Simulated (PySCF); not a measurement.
A geometry optimisation on `[H][Ge]([H])([CH3])[Br]` (GeH2MeBr).

Method: PBE0-D3(BJ)/def2-SVP geometry optimisation, gas phase (PySCF 2.14.0). Start geometry: GFN2-xTB. The input is one job of a driver script: a line of settings, then coordinates in Å.

Command:
```bash
OMP_NUM_THREADS=1 python probes_run.py task.json out
```

Input:
```
{"job": {"xc": "PBE0", "basis": "def2-SVP", "d3": "d3bj", "grid": 1, "maxiter": 40, "kind": "geom"}, "charge": 0, "multiplicity": 1}
Ge     0.504720    -0.640050     0.360820
H      0.508510    -0.752260     1.868100
H      1.921810    -0.775500    -0.146210
C     -0.448080     0.939030    -0.324900
H     -0.006440     1.853370     0.061700
H     -1.495030     0.909070    -0.028800
H     -0.402530     0.967730    -1.412740
Br    -0.582970    -2.501400    -0.377960
```

Output:
```
step   0  E = -4691.10719464  max force = 0.013786
step   1  E = -4691.10892445  max force = 0.002390
step   2  E = -4691.10896424  max force = 0.000589
step   3  E = -4691.10884918  max force = 0.005256
step   4  E = -4691.10894032  max force = 0.003485
step   5  E = -4691.10902387  max force = 0.000487
step   6  E = -4691.10904144  max force = 0.000467
step   7  E = -4691.10903808  max force = 0.000070
step   8  E = -4691.10903908  max force = 0.000132
optimisation converged
```

Energies in Eh; «max force» is the largest Cartesian gradient component in Eh/bohr.

Problem. Give the first gradient maximum in eV/Å.

Solution. With 1 Eh/bohr = 51.422 eV/Å, 0.709 eV/Å.

Summary of the converged run: final energy -4691.10904 Eh after 8 steps; dipole 2.43 D.

Problem. Give the final coordinates.

Solution. 0.059 Å rms from the input after alignment:
```
atom  x, y, z in Å
Ge1    0.5046   -0.6484    0.3255
H2     0.4113   -0.8780    1.8433
H3     1.9705   -0.6583   -0.1393
C4    -0.4540    0.9367   -0.2529
H5     0.0002    1.8370    0.1872
H6    -1.5045    0.8721    0.0632
H7    -0.4166    1.0136   -1.3484
Br8   -0.5116   -2.4747   -0.6786
```

Hardware: x86-64 server, one thread, shared host. Cost: 52 s wall.
Labels such as C1 count atoms from 1, the log's own numbers from 0.
